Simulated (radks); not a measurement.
Ca3+, 17 electrons, occupied as [Ne] 3s2 3p5.

Method: scalar-relativistic Kohn-Sham, PBE, spin-polarised, spherical densities, point nucleus; open shells are filled with parallel spins first; computed with a radial shooting solver on a logarithmic mesh with Libxc functionals.

Energy parts (eV):
| part | energy |
|---|---|
| total | -18443.547 |
| kinetic | 18570.935 |
| electron-nucleus | -43232.011 |
| Hartree | 7171.396 |
| exchange-correlation | -953.867 |

Orbitals (lengths in bohr, moments of r in powers of bohr; <r^-3> diverges for s and p1/2; r(max) is where P^2 peaks):
| orbital | occ. | eigenvalue (eV) | r(max) | <r> | <1/r> | <r^-3> |
|---|---|---|---|---|---|---|
| 1s up | 1 | -3986.208 | 0.05028 | 0.07685 | 19.74 | - |
| 1s down | 1 | -3985.902 | 0.05028 | 0.07684 | 19.74 | - |
| 2s up | 1 | -450.1329 | 0.2998 | 0.3640 | 4.050 | - |
| 2s down | 1 | -449.8788 | 0.2998 | 0.3640 | 4.050 | - |
| 2p up | 3 | -370.6825 | 0.2464 | 0.3274 | 3.953 | 187.4 |
| 2p down | 3 | -370.3082 | 0.2465 | 0.3274 | 3.953 | 187.3 |
| 3s up | 1 | -80.0223 | 0.9813 | 1.122 | 1.245 | - |
| 3s down | 1 | -78.5717 | 0.9819 | 1.125 | 1.243 | - |
| 3p up | 3 | -60.3125 | 1.025 | 1.203 | 1.132 | 21.77 |
| 3p down | 2 | -58.9327 | 1.026 | 1.209 | 1.127 | 21.62 |

The highest occupied level is 3p down at -58.933 eV. Summed over all electrons, <r^2> = 12.50 bohr^2, which gives a Langevin (diamagnetic) susceptibility term of -9.9 x 10^-6 cm^3/mol. Spin moment in Bohr magnetons: 1.
